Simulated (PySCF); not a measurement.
Spectra and structures to be paired. Level of theory: TDDFT B3LYP/def2-SVPD, vertical, gas phase, core orbitals frozen in the response, def2 core potentials past Kr in PySCF. Geometries: PBE0-D3(BJ)/def2-SVP; one conformer of each isolated species. Triplets are in the Tamm–Dancoff approximation. Atoms past krypton carry core potentials; spin–orbit coupling is left out.

A. `[CH3][Y]([CH3])[CH3]`
B. `CCN[Si](Cl)(Cl)Cl`
C. `O=C(Cl)c1ccccc1F`
D. `[OH][W]([OH])(=[S])=[S]`

Lowest singlet levels (six at most, fewer where fewer were computed) with oscillator strengths:

1. 2.88 eV (f 0.004 summed over 2 states); 3.79 eV (f 0.000); 4.06 eV (f 0.001); 4.08 eV (f 0.018); 4.16 eV (f 0.000 summed over 2 states); 4.98 eV (f 0.000 summed over 2 states) [of 10 roots; the last level is left out, as the window may have cut its degenerate partner]; T1 2.74 eV
2. 4.43 eV (f 0.004); 4.49 eV (f 0.040); 5.18 eV (f 0.234); 5.30 eV (f 0.027); 5.83 eV (f 0.015); 6.21 eV (f 0.072); T1 3.64 eV
3. 5.97 eV (f 0.008); 6.42 eV (f 0.006); 6.96 eV (f 0.003); 7.25 eV (f 0.002); 7.35 eV (f 0.065); 7.61 eV (f 0.003); T1 5.75 eV
4. 3.14 eV (f 0.002); 3.16 eV (f 0.029); 3.62 eV (f 0.000); 3.89 eV (f 0.002); 4.07 eV (f 0.000); 4.33 eV (f 0.008); T1 2.41 eV

Question: Which spectrum belongs to which structure?

Answer: 1 = A, 2 = C, 3 = B, 4 = D.
- A: S1 at 2.88 eV, HOMO-1/HOMO→LUMO (98%); for S1 the Löwdin share of yttrium is 22% in HOMO and 86% in LUMO; HOMO -6.19 and LUMO -2.17 eV.
- B: S1 at 5.97 eV, HOMO→LUMO (98%); Löwdin shares by element: HOMO nitrogen 56%, carbon 16%, chlorine 8% or more (atoms not listed hold the other 20%); LUMO chlorine 63%, silicon 23%; HOMO -7.46 and LUMO -0.55 eV.
- C: S1 at 4.43 eV, HOMO-2→LUMO (61%), HOMO-1→LUMO (18%), HOMO→LUMO (16%); Löwdin shares by element: HOMO carbon 69% or more (atoms not listed hold the other 31%); LUMO carbon 45% or more, oxygen 18% (atoms not listed hold the other 38%); HOMO -7.69 and LUMO -2.54 eV.
- D: S1 at 3.14 eV, HOMO→LUMO+1 (97%); for S1 the Löwdin share of tungsten is 6% in HOMO and 53% in LUMO+1 (ligand-to-metal charge transfer by this measure); HOMO -6.88 and LUMO -2.93 eV.

A slash joins orbitals within 0.01 eV of each other, whose weights are summed (≥ marks a lower bound).
